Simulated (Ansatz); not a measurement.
Abridged output of a molecular run in Ansatz:

```
Functional definition: HF
1294 factors; integrals over basis functions are off by at most 1.5e-3 eV
mean field evaluation 1: about -12632.6050 eV, gradient 5.1e1 eV
mean field evaluation 2: about -12632.7927 eV, gradient 5.1e1 eV
mean field evaluation 4: about -12638.0472 eV, gradient 4.4e0 eV
mean field evaluation 8: about -12638.1156 eV, gradient 1.2e-1 eV
mean field -12638.11572498 eV, -464.4421864705 hartree, gradient 1.2e-6 eV, S^2 0.000000; 0 other end points of the search recorded, 0 dependent functions left out
8 core orbitals not correlated: weight in the atoms' cores, before any rotation towards them, 1.000 or more for the frozen orbitals, at most 0.000 for the correlated occupied ones
reference -12638.11572498 eV, -464.4421864705 hartree; 22, 22 occupied and 102, 102 virtual orbitals, 1294 factors
second order -32.42363785 eV of doubles, -0.00000000 eV of singles
cycle   1  -32.30862268 eV  change    1.2e-1 eV  update   1.5e-1
cycle   2  -33.12609623 eV  change   -8.2e-1 eV  update   4.5e-2
cycle   3  -33.35091623 eV  change   -2.2e-1 eV  update   2.9e-2
cycle   4  -33.34645297 eV  change    4.5e-3 eV  update   9.2e-3
cycle   5  -33.33477815 eV  change    1.2e-2 eV  update   5.0e-3
cycle   6  -33.33602646 eV  change   -1.2e-3 eV  update   1.6e-3
cycle   7  -33.33659194 eV  change   -5.7e-4 eV  update   7.6e-4
cycle   8  -33.33620759 eV  change    3.8e-4 eV  update   3.1e-4
cycle   9  -33.33623759 eV  change   -3.0e-5 eV  update   1.5e-4
cycle  10  -33.33641693 eV  change   -1.8e-4 eV  update   7.8e-5
cycle  11  -33.33633015 eV  change    8.7e-5 eV  update   3.7e-5
cycle  12  -33.33634759 eV  change   -1.7e-5 eV  update   1.6e-5
perturbative correction -1.03392733 eV, -0.0379961284 hartree
Total energy: -12672.48599990 eV, -465.7052707768 hartree
```

Its atoms:

Cartesian coordinates in Å:
```
O -1.6088 -0.3884 1.9100
B -0.9173 -0.6462 0.7384
F -1.2128 -1.8415 0.1616
O 0.6135 -0.6281 0.9694
C 1.4179 -0.2538 0.0619
C 1.0255 0.3923 -1.0978
C -0.3035 0.7710 -1.1798
O -1.1858 0.4431 -0.3284
H -1.3984 0.4540 2.3119
H 2.4738 -0.4325 0.2721
H 1.7451 0.7030 -1.8390
H -0.6492 1.4271 -1.9804
```

Task: Which basis set was used?
A. cc-pV(Q+d)Z
B. def2-SVP
C. def2-QZVPP
D. def2-TZVPP

Result: B. It gives 132 functions.

Task: Write the keys of the input that set method, charge and spin (a neutral closed shell needs none for the last two).

Result: 
```yaml
correlation: {method: ccsd_t}
```
